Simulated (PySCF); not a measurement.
B2PLYP on Li⁻ (lithium, charge -1), [He] 2s2, closed-shell 1S. All numbers are calculated (PySCF 2.14, scalar relativity by spin-free X2C-1e, in x2c-TZVPPall with one added diffuse shell each of s, p type (6s4p1d, 23 functions)).

```
cycle= 1 E= -7.48024668300664  delta_E= -0.000934  |g|= 0.00338  |ddm|= 0.0755
cycle= 2 E= -7.48025096593712  delta_E= -4.28e-06  |g|= 0.000341  |ddm|= 0.0123
cycle= 3 E= -7.48025109809176  delta_E= -1.32e-07  |g|= 4.65e-05  |ddm|= 0.00317
cycle= 4 E= -7.48025110611014  delta_E= -8.02e-09  |g|= 1.23e-05  |ddm|= 0.000835
cycle= 5 E= -7.48025110718973  delta_E= -1.08e-09  |g|= 3.55e-07  |ddm|= 0.000426
cycle= 6 E= -7.48025110719042  delta_E= -6.97e-13  |g|= 1.19e-08  |ddm|= 1.12e-05
converged SCF energy = -7.48025110719042  <S^2> = -4.4408921e-15  2S+1 = 1
```

Highest occupied orbital energy: 0.249 eV; ⟨L²⟩ = 0.00; populations by l: s 4.00, p 0.00, d 0.00.

(1) Can this result be used?

## Answers

(1) With care. The run converged. The log shows the SCF part alone; with the PT2 term the energy is -7.4863 hartree. At B2PLYP the highest occupied level has a positive energy, so only the finite basis holds that electron; in a semilocal or global hybrid functional this comes from self-interaction and does not mean that the real anion is unbound.
